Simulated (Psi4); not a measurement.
C₂H₄, charge +1, doublet, at a GFN2-xTB geometry (a state made from the parent by changing its charge; the spin is typed, not shown lowest); Psi4 with SVWN/def2-TZVPD.

Psi4 was given this input:
```
memory 2 GB

molecule mol {
1 2
C    -0.013632   -0.006417    0.653353
C     0.013632    0.006417   -0.653353
H     0.209687    0.853950    1.296494
H    -0.263229   -0.879152    1.269606
H    -0.209794    0.879219   -1.279475
H     0.263336   -0.854018   -1.286625
}

set {
  basis def2-tzvpd
  reference uks
}

energy('svwn')
print_variables()
```

What the program printed (banner, timings and long lists left out):

```
   => Loading Basis Set <=

    Name: DEF2-TZVPD
    Role: ORBITAL
    Keyword: BASIS

         ---------------------------------------------------------
                                   SCF
               by Justin Turney, Rob Parrish, Andy Simmonett
                          and Daniel G. A. Smith
                              UKS Reference
         ---------------------------------------------------------

  ==> Geometry <==

    Molecular point group: c1
    Full point group: C1

    Geometry (in Angstrom), charge = 1, multiplicity = 2:

       Center              X                  Y                   Z               Mass
    ------------   -----------------  -----------------  -----------------  -----------------
         C           -0.013632000000    -0.006416964046     0.653353000000    12.000000000000
         C            0.013632000000     0.006417035954    -0.653353000000    12.000000000000
         H            0.209687000000     0.853950035954     1.296494000000     1.007825032230
         H           -0.263229000000    -0.879151964046     1.269606000000     1.007825032230
         H           -0.209794000000     0.879219035954    -1.279475000000     1.007825032230
         H            0.263336000000    -0.854017964046    -1.286625000000     1.007825032230

  Running in c1 symmetry.

  Rotational constants: A =      5.18174  B =      0.98491  C =      0.84635 [cm^-1]
  Rotational constants: A = 155344.75830  B =  29526.94787  C =  25373.06781 [MHz]
  Nuclear repulsion =   33.435353113429187

  Charge       = 1
  Multiplicity = 2
  Electrons    = 15
  Nalpha       = 8
  Nbeta        = 7

  ==> Algorithm <==

  SCF Algorithm Type is DF.
  DIIS enabled.
  MOM disabled.
  Fractional occupation disabled.
  Guess Type is SAD.
  Energy threshold   = 1.00e-06
  Density threshold  = 1.00e-06
  Integral threshold = 1.00e-12

  ==> Primary Basis <==

  Basis Set: DEF2-TZVPD
    Blend: DEF2-TZVPD
    Number of shells: 46
    Number of basis functions: 110
    Number of Cartesian functions: 122
    Spherical Harmonics?: true
    Max angular momentum: 3

  ==> DFT Potential <==

   => LibXC <=

    Version 7.1.2
    S. Lehtola, C. Steigemann, M. J. T. Oliveira, and M. A. L. Marques,  SoftwareX 7, 1–5 (2018) (10.1016/j.softx.2017.11.002)

   => Composite Functional: SVWN <=

    Slater exchange
    Vosko, Wilk & Nusair (VWN5_RPA)
    P. A. M. Dirac,  Math. Proc. Cambridge Philos. Soc. 26, 376 (1930) (10.1017/S0305004100016108)
    F. Bloch,  Z. Phys. 57, 545 (1929) (10.1007/BF01340281)
    S. H. Vosko, L. Wilk, and M. Nusair,  Can. J. Phys. 58, 1200 (1980) (10.1139/p80-159)

    Deriv               =              1
    GGA                 =          FALSE
    Meta                =          FALSE

    Exchange Hybrid     =          FALSE
    MP2 Hybrid          =          FALSE

   => Exchange Functionals <=

    1.0000         XC_LDA_X

   => Correlation Functionals <=

    1.0000   XC_LDA_C_VWN_RPA

   => LibXC Density Thresholds  <==

    XC_LDA_C_VWN_RPA:  1.00E-15
    XC_LDA_X:  1.00E-15

   => Molecular Quadrature <=

    Radial Scheme          =       TREUTLER
    Pruning Scheme         =           NONE
    Nuclear Scheme         =       TREUTLER

    Blocking Scheme        =         OCTREE
    BS radius alpha        =              1
    Pruning alpha          =              1
    Radial Points          =             75
    Spherical Points       =            302
    Total Points           =         131828
    Total Blocks           =           1058
    Max Points             =            256
    Max Functions          =            110
    Weights Tolerance      =       1.00E-15

   => Loading Basis Set <=

    Name: (DEF2-TZVPD AUX)
    Role: JKFIT
    Keyword: DF_BASIS_SCF

  ==> Integral Setup <==

  SCF_SUBTYPE=INCORE selected. In-core MEM_DF algorithm will be used.
  Using in-core AOs.

  ==> MemDFJK: Density-Fitted J/K Matrices <==

    J tasked:                   Yes
    K tasked:                    No
    wK tasked:                   No
    Algorithm:                 Core
    Schwarz Cutoff:           1E-12
    Mask sparsity (%):       0.0165
    Fitting Condition:        1E-10

   => Auxiliary Basis Set <=

  Basis Set: (DEF2-TZVPD AUX)
    Blend: DEF2-UNIVERSAL-JKFIT
    Number of shells: 74
    Number of basis functions: 222
    Number of Cartesian functions: 258
    Spherical Harmonics?: true
    Max angular momentum: 4

  Minimum eigenvalue in the overlap matrix is 1.2788372179E-05.
  Reciprocal condition number of the overlap matrix is 1.3189923923E-06.
    Using symmetric orthogonalization.

  ==> Pre-Iterations <==

  SCF Guess: Superposition of Atomic Densities via on-the-fly atomic UHF (no occupation information).

   -------------------------
    Irrep   Nso     Nmo
   -------------------------
     A        110     110
   -------------------------
    Total     110     110
   -------------------------

  ==> Iterations <==

                           Total Energy        Delta E     RMS |[F,P]|

   @DF-UKS iter SAD:   -77.63348314370855   -7.76335e+01   0.00000e+00
   @DF-UKS iter   1:   -77.56342387086190    7.00593e-02   5.58311e-03 DIIS/ADIIS
   @DF-UKS iter   2:   -77.45140412743311    1.12020e-01   6.65062e-03 DIIS/ADIIS
   @DF-UKS iter   3:   -77.74673304716619   -2.95329e-01   5.06344e-04 DIIS/ADIIS
   @DF-UKS iter   4:   -77.74873659003416   -2.00354e-03   1.22730e-04 DIIS/ADIIS
   @DF-UKS iter   5:   -77.74883522937508   -9.86393e-05   1.50038e-05 DIIS
   @DF-UKS iter   6:   -77.74883681805363   -1.58868e-06   1.39622e-06 DIIS
   @DF-UKS iter   7:   -77.74883683256104   -1.45074e-08   2.68711e-07 DIIS
  Energy and wave function converged.

  ==> Post-Iterations <==

   Electrons on quadrature grid:
      Nalpha   =    7.9999985593 ; deviation = -1.441e-06
      Nbeta    =    6.9999989974 ; deviation = -1.003e-06
      Ntotal   =   14.9999975567 ; deviation = -2.443e-06

   @Spin Contamination Metric:   1.435459923E-03
   @S^2 Expected:                7.500000000E-01
   @S^2 Observed:                7.514354599E-01
   @S   Expected:                5.000000000E-01
   @S   Observed:                5.000000000E-01

    Orbital Energies [Eh]
    ---------------------

    Alpha Occupied:

[...]
    Alpha Virtual:

[...]
    Beta Occupied:

[...]
       7A     -0.635520

    Beta Virtual:

[...]
     110A     22.289593

    Final Occupation by Irrep:
              A
    DOCC [     7 ]
    SOCC [     1 ]
    NA   [     8 ]
    NB   [     7 ]

  @DF-UKS Final Energy:   -77.74883683256104

   => Energetics <=

    Nuclear Repulsion Energy =             33.4353531134291870
    One-Electron Energy =                -165.3680667535916200
    Two-Electron Energy =                  65.6475573202524458
    DFT Exchange-Correlation Energy =     -11.4636805126510506
    Empirical Dispersion Energy =           0.0000000000000000
    VV10 Nonlocal Energy =                  0.0000000000000000
    Total Energy =                        -77.7488368325610395

  UHF NO Occupations:
  HONO-2 :    6  A 1.9998836
  HONO-1 :    7  A 1.9995516
  HONO-0 :    8  A 1.0000000
  LUNO+0 :    9  A 0.0004484
  LUNO+1 :   10  A 0.0001164
  LUNO+2 :   11  A 0.0000722
  LUNO+3 :   12  A 0.0000558

Computation Completed

Properties will be evaluated at   0.000000,   0.000000,   0.000000 [a0]

Properties computed using the SCF density matrix

 Multipole Moments:

 ------------------------------------------------------------------------------------
     Multipole            Electronic (a.u.)      Nuclear  (a.u.)        Total (a.u.)
 ------------------------------------------------------------------------------------

 L = 1.  Multiply by 2.5417464519 to convert [e a0] to [Debye]
 Dipole X            :          0.0000001            0.0000000            0.0000001
 Dipole Y            :          0.0000004           -0.0000008           -0.0000004
 Dipole Z            :         -0.0000040            0.0000000           -0.0000040
 Magnitude           :                                                    0.0000040

 ------------------------------------------------------------------------------------

  Variable Map:
  ----------------------------------------------------------------------------
[...]
  Array Variable Map:
  ----------------------------------------------------------------------------
[...]
[...]
```
